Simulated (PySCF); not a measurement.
## First hyperpolarisability: 1,1,1-trichloro-2,2-difluoroethane (SMILES C(C(F)F)(Cl)(Cl)Cl)

Molfile (atoms numbered from 1):
```
C2HCl3F2
     RDKit          3D

  8  7  0  0  0  0  0  0  0  0999 V2000
   -1.2095   -0.1027    1.3098 F   0  0  0  0  0  0  0  0  0  0  0  0
   -0.7748    0.2693    0.1022 C   0  0  0  0  0  0  0  0  0  0  0  0
   -0.7852    1.6039    0.0366 F   0  0  0  0  0  0  0  0  0  0  0  0
    0.6630   -0.2508   -0.1153 C   0  0  0  0  0  0  0  0  0  0  0  0
    1.7321    0.4164    1.1172 Cl  0  0  0  0  0  0  0  0  0  0  0  0
    1.1840    0.2522   -1.7308 Cl  0  0  0  0  0  0  0  0  0  0  0  0
    0.6229   -2.0175   -0.0160 Cl  0  0  0  0  0  0  0  0  0  0  0  0
   -1.4312   -0.1507   -0.6798 H   0  0  0  0  0  0  0  0  0  0  0  0
  1  2  1  0
  2  3  1  0
  2  4  1  0
  4  5  1  0
  4  6  1  0
  4  7  1  0
  2  8  1  0
M  END
```

Method: PySCF 2.14.0, quadratic response CAM-B3LYP/def2-TZVPD first hyperpolarisability, Taylor convention, gas phase. Geometry: PBE0-D3(BJ)/def2-SVP.

Q: What is the first hyperpolarisability, and how does it disperse?

A: In au, Taylor convention; the vector part is βᵢ = ⅓ Σⱼ (βᵢⱼⱼ + βⱼᵢⱼ + βⱼⱼᵢ); β∥ is 3/5 of the vector part along the dipole, the dipole points from − to +:
```tsv
process	λ (nm)	β vector norm	β∥	β HRS	depolarisation ratio
static β(0;0,0)	∞	113.0	-37.9	42.3	7.75
second harmonic β(−2ω;ω,ω)	1907	115.7	-38.9	43.3	7.75
Pockels β(−ω;ω,0)	1907	113.9	-38.2	–	–
second harmonic β(−2ω;ω,ω)	1064	121.9	-41.2	45.6	7.77
Pockels β(−ω;ω,0)	1064	115.8	-39.0	–	–
```

Q: Which lowest excitations, dipole and polarisabilities go with it?

A: S1 6.47 eV (f = 0.000); S2 6.89 eV (f = 0.015); S3 6.91 eV (f = 0.013); dipole 1.23 D; isotropic α 69.0 au static, 69.2 au at 1907 nm, 69.5 au at 1064 nm, 69.6 au at 953.5 nm, 71.0 au at 532 nm.
